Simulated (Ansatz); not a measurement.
Cost and result up the ladder for B₂Sb (3 atoms). The state is a doublet with charge 0. Geometry: r2SCAN-D4/def2-TZVP.

Cartesian coordinates in Å:
```
B -0.803 0.520 0.339
B 0.663 0.286 0.712
Sb 0.140 -0.805 -1.051
```

Ansatz on 2 threads of Intel Xeon 6975P-C on a shared host. Times are rough, and most runs start from the orbitals of an earlier one. No level here is sound enough to serve as a yardstick. Binding counts from free atoms at the same level (B doublet, Sb quartet; other spins of the atoms weren't run), without zero-point energy or a counterpoise term.

In the def2 sets Sb takes a core potential; there is no spin–orbit coupling. B3LYP takes the VWN-RPA correlation. Correlated methods freeze 6 core orbitals; core or outer-core shells of Sb are correlated, in sets that lack core-valence functions. The structure comes from a short search, and lower isomers may exist.

Run but left out: HF/STO-3G, B2PLYP/def2-TZVP, PBE-QIDH/def2-TZVP, MP2/def2-TZVP, MP2/def2-QZVPP, CCSD(T)/def2-TZVPD, CCSD(T)/def2-TZVPP (⟨S²⟩ 1.02 to 1.75, where a pure state has 0.75).

Correlated methods converge slowly with the basis.

| level | functions | wall time |
| --- | --- | --- |
| LDA (SPW92)/def2-TZVP | 112 | 0.55 s |
| PBE-D4/def2-SVP | 54 | 0.6 s |
| PBE0-D4/def2-SVP | 54 | 0.9 s |
| BLYP-D4/def2-TZVP | 112 | 1.2 s |
| PBE-D4/def2-TZVP | 112 | 1.3 s |
| BHLYP-D4/def2-TZVP | 112 | 1.6 s |
| B3LYP-D4/def2-TZVP | 112 | 1.6 s |
| RPA@PBE/def2-TZVP | 112 | 1.8 s |
| PBE0-D4/def2-TZVPD | 130 | 2.3 s |
| r2SCAN-D4/def2-TZVP (with forces) | 112 | 2.5 s |
| r2SCAN-D4/def2-TZVPD | 130 | 2.7 s |
| PBE0-D4/def2-TZVP | 112 | 2.9 s |
| B97M-V/def2-TZVP | 112 | 3.1 s |
| ωB97X-V/def2-TZVP | 112 | 3.8 s |

Task: Estimate what each level gives for the binding energy per atom (eV).

Result: 
```tsv
level	binding energy per atom (eV)	remarks
LDA (SPW92)/def2-TZVP	3.11	–
PBE-D4/def2-SVP	2.68	–
PBE0-D4/def2-SVP	2.50	spin-contaminated (⟨S²⟩ 0.90)
BLYP-D4/def2-TZVP	2.48	–
PBE-D4/def2-TZVP	2.66	–
BHLYP-D4/def2-TZVP	2.16	spin-contaminated (⟨S²⟩ 0.94)
B3LYP-D4/def2-TZVP	2.38	spin-contaminated (⟨S²⟩ 0.84)
RPA@PBE/def2-TZVP	2.05	–
PBE0-D4/def2-TZVPD	2.48	spin-contaminated (⟨S²⟩ 0.89)
r2SCAN-D4/def2-TZVP (with forces)	2.52	spin-contaminated (⟨S²⟩ 0.93)
r2SCAN-D4/def2-TZVPD	2.52	spin-contaminated (⟨S²⟩ 0.93)
PBE0-D4/def2-TZVP	2.48	spin-contaminated (⟨S²⟩ 0.89)
B97M-V/def2-TZVP	2.53	spin-contaminated (⟨S²⟩ 0.83)
ωB97X-V/def2-TZVP	2.31	spin-contaminated (⟨S²⟩ 0.89)
```
